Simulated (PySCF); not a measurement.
Electron correlation in La(2+) (lanthanum, charge +2)

[Xe] 5d1, 2D determinant. All numbers are calculated (PySCF 2.14, scalar relativity by spin-free X2C-1e, in x2c-TZVPPall with one added diffuse shell each of s, p, d type (12s8p8d3f1g, 106 functions)). Frozen: [Ar] 3d10; 27 electrons correlated.

MP2 pair energies summed by pair of shells (mhartree):

```json
{"pair": "4d-4d", "energy": "-282.70", "share (%)": "41.6"}
{"pair": "4d-5p", "energy": "-128.28", "share (%)": "18.9"}
{"pair": "5p-5p", "energy": "-96.42", "share (%)": "14.2"}
{"pair": "5p-5d", "energy": "-26.82", "share (%)": "3.9"}
{"pair": "4p-4d", "energy": "-25.55", "share (%)": "3.8"}
{"pair": "5s-5p", "energy": "-25.41", "share (%)": "3.7"}
{"pair": "4d-5s", "energy": "-24.60", "share (%)": "3.6"}
{"pair": "4p-4p", "energy": "-18.12", "share (%)": "2.7"}
{"pair": "4s-4d", "energy": "-17.13", "share (%)": "2.5"}
{"pair": "4p-5p", "energy": "-6.82", "share (%)": "1.0"}
{"pair": "4d-5d", "energy": "-6.67", "share (%)": "1.0"}
{"pair": "4p-5s", "energy": "-6.34", "share (%)": "0.9"}
{"pair": "5s-5s", "energy": "-5.19", "share (%)": "0.8"}
{"pair": "5s-5d", "energy": "-2.73", "share (%)": "0.4"}
{"pair": "4s-4p", "energy": "-2.62", "share (%)": "0.4"}
{"pair": "4s-4s", "energy": "-1.81", "share (%)": "0.3"}
{"pair": "4s-5p", "energy": "-1.06", "share (%)": "0.2"}
{"pair": "4s-5s", "energy": "-0.58", "share (%)": "0.1"}
{"pair": "4p-5d", "energy": "-0.53", "share (%)": "0.1"}
{"pair": "4s-5d", "energy": "-0.12", "share (%)": "0.0"}
```

Total MP2 correlation energy: -679.48 mhartree.

Same-spin part -248.45 and opposite-spin part -431.03 mhartree; SCS-MP2 scales them by 1/3 and 6/5 to -600.05 mhartree.

This basis was not built for core-valence correlation, so the inner-shell part is incomplete.
